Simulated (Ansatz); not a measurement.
Ansatz (an electronic-structure program) input (wB97X-V/def2-TZVP):

Ansatz 0.2 input:
```yaml
crystal:
  periodic: [false, false, false]
  atoms:
    - {symbol: Si, position_ang: [0.00085500, 0.00089864, 0.01453076]}
    - {symbol: O, position_ang: [-0.37083207, -1.17348358, 1.12062042]}
    - {symbol: N, position_ang: [-1.19724144, 1.09410790, -0.52575337]}
    - {symbol: N, position_ang: [1.11606000, 0.94440315, 0.90165746]}
    - {symbol: N, position_ang: [0.42587977, -0.84955714, -1.42336381]}
    - {symbol: H, position_ang: [-0.87876219, -1.91391439, 0.78146027]}
    - {symbol: H, position_ang: [-1.53261796, 1.82119570, 0.08450152]}
    - {symbol: H, position_ang: [-1.88763499, 0.82092431, -1.20551352]}
    - {symbol: H, position_ang: [1.54479707, 1.76669086, 0.51267094]}
    - {symbol: H, position_ang: [1.66774935, 0.53270036, 1.63554164]}
    - {symbol: H, position_ang: [1.04916628, -1.64010870, -1.36817495]}
    - {symbol: H, position_ang: [0.57910052, -0.33487803, -2.27666166]}
basis:
  gaussian:
    orbitals: def2-TZVP
hamiltonian:
  xc: {name: wB97X-V}
relax: {f_tol: 0.003, max_steps: 100}
```

End of the output:

```
mean field: 1.10 GiB planned
mean field -14513.02154716 eV, -533.3437045790 hartree, gradient 2.6e-5 eV, S^2 0.000000; 0 other end points of the search recorded, 0 dependent functions left out
the calculation of the forces begins
reference -14513.02154522 eV, -533.3437045075 hartree; 25, 25 occupied and 178, 178 virtual orbitals, 1176 factors
relax step   6: F+E_penalty+E_count = -14513.02154716 eV  Δ(F+E_penalty+E_count) = -1.193e-5 eV  max|allowed force component| = 1.484e-3 eV/Å  Δτ_max = 0.0018 Å  (35 SCF iters, accepted)
integrals: 0.17 GiB planned
1176 factors; their error is unknown
integrals: 0.21 GiB planned
378 factors; integrals over basis functions are off by at most 4.3e-7 eV
0.31 GiB of the device are held for the grids
1.38 GiB of device memory are held for the factors and their scratch space
mean field: 1.10 GiB planned
mean field evaluation 64: about -14512.9615 eV, gradient 4.1e0 eV
mean field -14513.02154716 eV, -533.3437045790 hartree, gradient 2.6e-5 eV, S^2 0.000000; 1 other end points of the search recorded, 0 dependent functions left out
the calculation of the forces begins
reference -14513.02154522 eV, -533.3437045075 hartree; 25, 25 occupied and 178, 178 virtual orbitals, 1176 factors
Total energy: -14513.02154522 eV, -533.3437045075 hartree
Atom 0 at     0.000797     0.001491     0.014947 Å, force     0.001230    -0.000778    -0.000594 eV/Å
Atom 1 at    -0.373471    -1.170753     1.120833 Å, force    -0.000036    -0.000414     0.000451 eV/Å
Atom 2 at    -1.196369     1.095191    -0.527284 Å, force    -0.001484     0.000564    -0.000638 eV/Å
Atom 3 at     1.120102     0.941976     0.899443 Å, force     0.000629     0.001035    -0.000145 eV/Å
Atom 4 at     0.424380    -0.852049    -1.421357 Å, force    -0.000570     0.000734     0.000807 eV/Å
Atom 5 at    -0.875236    -1.911930     0.775409 Å, force    -0.000270    -0.000164    -0.000398 eV/Å
Atom 6 at    -1.533327     1.821546     0.084425 Å, force     0.000463    -0.000128     0.000140 eV/Å
Atom 7 at    -1.887844     0.819008    -1.206012 Å, force     0.000097    -0.000082    -0.000022 eV/Å
Atom 8 at     1.545333     1.769741     0.516266 Å, force    -0.000337    -0.000531     0.000174 eV/Å
Atom 9 at     1.667506     0.530663     1.637663 Å, force     0.000091    -0.000040    -0.000021 eV/Å
Atom 10 at     1.053944    -1.638611    -1.366131 Å, force    -0.000061    -0.000086     0.000042 eV/Å
Atom 11 at     0.570704    -0.337294    -2.276687 Å, force     0.000248    -0.000111     0.000204 eV/Å
Dipole moment:     0.064466    -0.002651    -0.294534 e Å
```
